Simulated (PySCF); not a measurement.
The complex [CrCl4]2- (charge -2) contains Cr(II), shell d4. The structure is a model geometry with rigid ligands and bond lengths from ionic radii, not a minimum; coordination tetrahedral, point group Td, metal–donor distances 2.39 Å.

```
5

Cr    0.0000    0.0000    0.0000
Cl    1.3799    1.3799    1.3799
Cl   -1.3799   -1.3799    1.3799
Cl   -1.3799    1.3799   -1.3799
Cl    1.3799   -1.3799   -1.3799
```

Method (PySCF 2.14, density fitting): CASSCF(4,5) with orbitals averaged over all microstates of the shell, strongly contracted NEVPT2 on the averaged canonical orbitals; basis x2c-TZVPall on the metal, x2c-SVPall elsewhere; spin-free X2C; IEF-PCM water; spin-orbit coupling by state interaction with the mean-field operator over all roots.

(1) What is the ground state?

(2) Where do the spin-allowed transitions within the shell lie?

(3) Which is the lowest state of another spin?

(4) Give the fitted ligand-field and repulsion parameters.

(5) What magnetic behaviour follows?

The ground state is orbitally degenerate in this regular structure, which would distort (Jahn–Teller), so its moment is that of the undistorted model. NEVPT2 lifts 5E from 3092 to 3583 cm⁻¹; on the d shell alone such lifts tend to overshoot. Gaps between spin states lean to high spin in this active space.

The job took 13 s on one thread of Arm Neoverse V1 (shared host), with 120 basis functions, launched as `OMP_NUM_THREADS=1 python lf_run.py task.json out`.

Answers

(1) 5T2 (S = 2, orbital degeneracy 3), with 2.0 electrons in the lower (e-type) set and 2.0 in the upper (t2-type) set, by NEVPT2.

(2) By NEVPT2: 5E at 3583 cm⁻¹. The strongest, at 3583 cm⁻¹, has f = 9.6e-05.

(3) 3T1 at 15048 cm⁻¹ by NEVPT2; CASSCF alone puts it at 16773 cm⁻¹ above the same ground state.

(4) At CASSCF level (the NEVPT2 levels don't fit a ligand-field model well): orbital energies 0, 0, 2948, 2948, 2948 cm⁻¹; 10Dq = 2948 cm⁻¹; B = 956 cm⁻¹; C = 3592 cm⁻¹; B over its free-ion value at the same level 0.919; rms of the fit 110 cm⁻¹; ζ = 220 cm⁻¹ (free ion 239).

(5) Degenerate or low-lying orbital states mix with the ground state, so no spin-only Hamiltonian applies. The lowest spin-orbit level is 1-fold; the next lies at 13.6 cm⁻¹. μeff is 4.66 μB at 300 K and 3.22 μB at 10 K; the spin-only value is 4.90 μB.
